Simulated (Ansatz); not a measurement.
Ideal-gas functions of CH4FGaSe, SMILES `[CH3][Ga]([F])[SeH]` at 800 K and 1 bar, from an Ansatz frequency run at PBE0-D4/def2-TZVP.

Molar mass 183.72 g/mol, point group C1 (symmetry number 1), electronic degeneracy 1, moments of inertia 91.099, 337.548, 425.499 u Å². Harmonic wavenumbers (cm⁻¹, unscaled): 31, 106, 148, 162, 257, 290, 589, 593, 668, 720, 764, 1229, 1445, 1446, 2448, 3065, 3152, 3169.

Use S(trans) = R[1.5 ln M + 2.5 ln T − 1.1517]; rotational temperatures θ = 24.2544 K / I; S(rot) = R[ln(√π/σ · √(T³/θAθBθC)) + 1.5]; for each mode x = 1.438777 ν̃/T, S = R[x/(eˣ − 1) − ln(1 − e⁻ˣ)] and H = RT x/(eˣ − 1); 1 cm⁻¹ = 0.0119627 kJ/mol; R = 8.31446 J/(mol·K).

**Question.** By hand: the entropy, in J/(mol·K).

**Answer.** Translation 194.4. Rotation: θ = 0.2662, 0.0719, 0.057 K, giving 129.0. Vibration, mode by mode: 32.32, 22.11, 19.34, 18.60, 14.80, 13.82, 8.21, 8.16, 7.27, 6.72, 6.30, 3.23, 2.38, 2.38, 0.56, 0.22, 0.19, 0.19, in all 166.8. Electronic 0.0. Sum 490.2 J/(mol·K).

**Question.** By hand: H − E and G − E in kJ/mol, counted from the electronic energy.

**Answer.** Zero-point energy ½ × 20282 × 0.0119627 = 121.3; thermal vibration 56.9; translation, rotation and pV give 4 RT = 26.6. H − E = 204.8 kJ/mol, and G − E = 204.8 − 800 × 490.2/1000 = -187.4 kJ/mol.

Vibration gives 34 % of the entropy, 73.8 J/(mol·K) of it from the modes under 150 cm⁻¹: soft modes count most, and the harmonic formula is weakest for them. The sum counts one conformer and one mirror image; others add a mixing term.
